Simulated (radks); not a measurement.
Neutral tin inside a hard spherical wall (all orbitals vanish at R), configuration held at [Kr] 4d10 5s2 5p2 and not refilled when levels cross. All-electron calculation, scalar-relativistic Kohn-Sham, PBE, spin-polarised, spherical densities, finite nucleus; open shells are filled with parallel spins first (spin-orbit coupling, left out, can overturn this in heavy ions); Fermi nuclear charge, rms radius 4.6519 fm. Program: a radial shooting solver on a logarithmic mesh with Libxc functionals. Eigenvalues in eV for spin up, with the zero of energy where the potential of the charges vanishes at infinity; a dash marks a level that is unbound or too diffuse for the functional's potential to be trusted. A positive occupied level is held by the wall or, in an anion where self-interaction has pushed it up, behind a barrier. The pressure on the wall is -dE/dV.

| R (bohr) | E (hartree) | kinetic (hartree) | e(4p) | e(4d) | e(5s) | e(5p) | e(6s, empty) | e(5d, empty) | pressure (GPa) |
|---|---|---|---|---|---|---|---|---|---|
| free | -6177.06463 | 6448.974 | -89.565 | -25.755 | -10.970 | -4.157 | - | - | 0 |
| 20 | -6177.06463 | 6448.974 | -89.565 | -25.755 | -10.970 | -4.157 | -0.575 | - | < 0.0001 |
| 15 | -6177.06463 | 6448.974 | -89.565 | -25.754 | -10.970 | -4.157 | -0.500 | 0.748 | < 0.0001 |
| 8 | -6177.05941 | 6449.012 | -89.266 | -25.460 | -10.746 | -3.909 | 1.900 | 2.715 | 0.204 |
| 7 | -6177.04930 | 6449.073 | -88.903 | -25.104 | -10.483 | -3.582 | 3.790 | 3.838 | 0.798 |
| 5 | -6176.91437 | 6449.732 | -86.400 | -22.681 | -8.519 | -0.868 | 15.551 | 10.011 | 17.0 |
| 3 | -6174.75931 | 6457.954 | -72.894 | -9.880 | 8.912 | 22.170 | 89.904 | 46.940 | 972 |
| 2.5 | -6171.55579 | 6469.524 | -61.470 | 1.423 | 29.914 | 47.877 | 159.18 | 81.414 | 3880 |
